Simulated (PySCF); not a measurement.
C3H12Si3, charge +1, doublet, geometry from GFN2-xTB (a state made from the parent by changing its charge; the spin is typed, not shown lowest). Base run: CCSD(T)/STO-3G run with PySCF.

Input for PySCF:
```python
from pyscf import gto, scf, cc

mol = gto.Mole()
mol.atom = '''
    C    -0.711681    1.233511   -1.076363
    Si    1.075430    1.436871   -0.474767
    C     1.879433   -0.288957   -0.162399
    Si    0.751149   -1.442399    0.895441
    C    -1.014450   -1.454751    0.202947
    Si   -1.909096    0.261373    0.097415
    H    -0.728558    0.764500   -2.059418
    H    -1.191884    2.203510   -1.191137
    H     1.873325    1.925383   -1.613171
    H     1.130066    2.225185    0.753348
    H     2.088584   -0.767173   -1.117792
    H     2.838282   -0.161022    0.333363
    H     1.345428   -2.761778    0.617390
    H     0.767606   -0.993062    2.284872
    H    -1.671076   -2.051201    0.833626
    H    -1.030766   -1.918777   -0.782480
    H    -1.954846    0.893350    1.414584
    H    -3.230735    0.120429   -0.511542
'''
mol.basis = 'sto-3g'
mol.charge = 1
mol.spin = 1
mol.verbose = 5
mol.build()

mf = scf.UHF(mol)
mf.kernel()

mycc = cc.CCSD(mf)
mycc.kernel()
et = mycc.ccsd_t()
print('E(CCSD(T)) = %.10f' % (mycc.e_tot + et))
```

Each row names what was changed in the base input (with any setting that the change needs).

| change | ΔE vs base (mEh) | MP2 correlation (Eh) | CC correlation without the perturbative part (Eh) | basis functions | core-seconds (rough) |
|---|---|---|---|---|---|
| base | 0.000 | -0.28714 | -0.38211 | 54 | 50 |
| method = cisd | ? | - | - | 54 | 10 |
| frozen = 19 | ? | ? | ? | 54 | 9 |
| cart = on | 0.000 | -0.28714 | -0.38211 | 54 | 60 |
| cc.direct = True | 0.000 | -0.28714 | -0.38211 | 54 | 100 |
| cc.level_shift = 0.2 | 0.000 | -0.28714 | -0.38211 | 54 | 60 |
| frozen = 17 | 11.261 | -0.27506 | -0.37132 | 54 | 10 |
| method = mp2 | 101.6 | -0.28714 | - | 54 | 3 |
| density fitting = JK and correlation | ? | ? | ? | 54 | 60 |
| frozen = 18 | 11.694 | -0.27464 | -0.37091 | 54 | 10 |

Q: What belongs in the gaps?

A: 
- method = cisd, ΔE vs base (mEh): 70.497
- frozen = 19, ΔE vs base (mEh): 40.418
- frozen = 19, MP2 correlation (Eh): -0.25451
- frozen = 19, CC correlation without the perturbative part (Eh): -0.34284
- density fitting = JK and correlation, ΔE vs base (mEh): -1.078
- density fitting = JK and correlation, MP2 correlation (Eh): -0.28702
- density fitting = JK and correlation, CC correlation without the perturbative part (Eh): -0.38201

Open shells are given as the SCF converged; they aren't shown to be the lowest states, and a large step between rows can be another state.
